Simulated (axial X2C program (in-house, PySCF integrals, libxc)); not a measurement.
Working with the constants of RhF⁺

A bond curve at the PBE0 level, with spin–orbit coupling, was computed with an axial X2C code built on PySCF integrals (basis Rh dyall-cv3z [12s12p8d5f3g], F dyall-av3z [7s6p3d2f] (cores contracted in-house)) for the state Ω = 3/2 (⟨Sz⟩ = 1.46, ⟨Lz⟩ = 0.04 at PBE0). Its fit gives Re = 1.7898 Å, ωe = 733.7 cm⁻¹, ωexe = 3.33 cm⁻¹ and αe = 1.937e-03 cm⁻¹; the masses are 102.9055 and 18.9984 u. Two-component means X2C with spin–orbit coupling and atomic mean-field Coulomb and Gaunt terms.

Task: Find the reduced mass, Be and the force constant.

Result: From the PBE0 values: μ = 16.0375 u. Be = 16.8576/(μ Re²) = 0.3281 cm⁻¹. k = 5.8918×10⁻⁷ μ ωe² = 5.09 mdyn/Å.

Task: A Morse curve ties αe to the other constants (Pekeris). How well does that hold?

Result: αe(Morse) = 6Be²/ωe × (√(ωexe/Be) − 1) = 1.924e-03 cm⁻¹; the PBE0 curve gives 1.937e-03 cm⁻¹, a ratio of 0.99.

Task: Estimate the centrifugal constant by the Kratzer relation.

Result: D = 4Be³/ωe² = 2.63e-07 cm⁻¹.

Task: Where do the fundamental and the first overtone lie?

Result: ν(1←0) = ωe − 2ωexe = 727.0 cm⁻¹; ν(2←0) = 2ωe − 6ωexe = 1447.4 cm⁻¹.

Occupations by symmetry block were frozen at the best pattern of an incomplete PBE0 search. Density functionals use the spin component along the axis (collinear). Other states lie close and PBE0, whose exact exchange favours high spin, may order them wrongly; the determinant shown need not be the ground state. The nearest other 2c determinant of the search, Ω = 9/2, lies 0.14 eV up at the distance of the search. With several unpaired electrons one determinant need not be a pure state. This is the top spin component of a Σ state; components of lower Ω are not single determinants and can lie lower.
